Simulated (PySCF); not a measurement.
# Worked example: oscillator strength and radiative lifetime

C₃H₇NSi, SMILES [SiH3]N1C=CC1.

Geometry: ωB97X-D3(BJ)/def2-SVP. The structure was generated by enumeration, and PubChem lists no compound with its InChIKey, so it may never have been made.

PySCF 2.14.0 with TDDFT-CAM-B3LYP/def2-SVPD puts the first singlet state with f over 0.02 at 5.78 eV (vertical), with the transition dipole (1.065, -0.100, 0.239) in atomic units.

Problem. Find the oscillator strength, the wavelength and the radiative lifetime that this transition would have in vacuum if emission retraced absorption.

Solution. 
|μ|² = 1.2013 au, so |μ| = 2.79 D. ΔE = 5.78/27.211 = 0.2124 hartree. f = (2/3) ΔE |μ|² = 0.170 (the program prints 0.170).
λ = 1239.84/5.78 = 215 nm; ν = 46619 cm⁻¹.
Einstein's coefficient A = 0.6670 ν² f s⁻¹ (ν in cm⁻¹) = 2.5e8 s⁻¹, so τ = 1/A = 4.1 ns. This state is S2; the lower singlet has f = 0.003. The figure is the radiative limit of this one transition; relaxation, internal conversion, crossing to triplets and a medium change what is measured.
